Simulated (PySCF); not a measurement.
Compound: C7H13 (doublet state).
SMILES with atom numbers: `[CH3:1][CH2:2][C@H:3]1[CH:4][CH2:5][CH2:6][CH2:7]1` (hydrogens: H8, H9, H10 on C1; H11, H12 on C2; H13 on C3; H14 on C4; H15, H16 on C5; H17, H18 on C6; H19, H20 on C7)

Geometry (GFN2-xTB, Å), atoms numbered from 1 in this order:
```xyz
20
C7H13 angstrom
C      2.6149    0.3301   -0.0023
C      1.5080   -0.7040   -0.1620
C      0.1898   -0.0802   -0.6465
C     -0.8839   -1.0803   -0.8578
C     -2.1612   -0.6739   -0.2329
C     -1.9429    0.8081    0.0903
C     -0.4393    0.9072    0.3515
H      2.7987    0.8397   -0.9461
H      2.3435    1.0740    0.7428
H      3.5390   -0.1486    0.3145
H      1.3329   -1.2065    0.7918
H      1.8213   -1.4618   -0.8837
H      0.4113    0.4462   -1.5905
H     -0.7327   -2.0164   -1.3596
H     -2.3496   -1.2414    0.6916
H     -3.0258   -0.8451   -0.8818
H     -2.2049    1.4143   -0.7786
H     -2.5363    1.1488    0.9380
H     -0.2196    0.5769    1.3686
H     -0.0682    1.9237    0.2301
```

The hyperfine couplings belong to this conformer and change with its torsions.

Method used: UKS B3LYP, pcH-1 on C H, non-relativistic, mean-field spin-orbit, GIAO (PySCF). The structure is a single GFN2-xTB conformer in the gas phase; no vibrational or solvent corrections. Couplings are sensitive to structure, and on GFN2-xTB geometries they can be far from those on DFT ones. Stability of the SCF solution: not tested.

(1) Give the principal g shifts and their parts.

(2) What are the electron Larmor frequencies g μB B/h along the three axes at 1200 mT?

(3) At 93.664 GHz, how far is the centre of the isotropic spectrum from where a free electron (g = 2.002319) resonates?

(4) What effective moment and Curie constant follow for a powder?

(5) In a frozen sample, at which fields do the three g values resonate at 9.5, 34, 94 and 263 GHz (hyperfine left aside), and which band first spreads them over more than twice a line width of 0.3 mT?

Results:

(1) 
```json
{"Δg (ppm)": "relativistic mass correction", "1": "-139", "2": "-139", "3": "-139"}
{"Δg (ppm)": "gauge correction", "1": "6", "2": "30", "3": "25"}
{"Δg (ppm)": "orbital Zeeman/spin–orbit", "1": "-12", "2": "519", "3": "706"}
{"Δg (ppm)": "total", "1": "-145", "2": "410", "3": "592"}
```

So g = 2.00217, 2.00273, 2.00291 and g_iso = 2.00260; the tensor is rhombic: the two nearest values differ by 25 % of g3 − g1. Axes: g3 points within 7° of the C4–H14 bond.

(2) 33.6275, 33.6368, 33.6399 GHz for g1, g2 and g3, a range of 12.4 MHz.

(3) B = hν/(g μB) with μB/h = 13.99624 MHz/mT gives 3342.16 mT for the free electron and 3341.69 mT at g_iso, 0.48 mT lower.

(4) With the mean of g² = 4.0104 and S(S+1) = 0.75: μ_eff = √(⟨g²⟩S(S+1)) = 1.734 μB and χT = 0.12505·⟨g²⟩·S(S+1) = 0.376 cm³ K/mol (cgs; spin-Hamiltonian part alone).

(5) 
```
band    GHz  B(g3) mT  B(g2) mT  B(g1) mT  spread mT
   X    9.5    338.88    338.91    339.01       0.12
   Q   34.0   1212.85   1212.96   1213.29       0.45
   W   94.0   3353.16   3353.47   3354.40       1.23
   J  263.0   9381.72   9382.57   9385.17       3.45
```

The spread grows in proportion to the frequency. W band is the first where it exceeds 0.6 mT.

The Mulliken spin populations are largest on C4 (+1.03), C5 (-0.09) and C3 (-0.08). No atom but C4 exceeds +0.15. The positive populations add up to 1.22 and the negative ones to -0.22, together 2S = 1. The angles at C4 add up to 359.9°, so it is planar; its axial dipolar tensor and the negative coupling of its proton fit spin in a p orbital normal to that plane.

The HOMO–LUMO gaps are 6.14 eV among the α and 7.48 eV among the β orbitals.

Hardware: an Arm Neoverse V1 with one thread, shared host with 32 logical CPUs at a one-minute load of 12. Cost: 73 s wall (grids of density and orbitals included), 0.97 GiB resident at most.
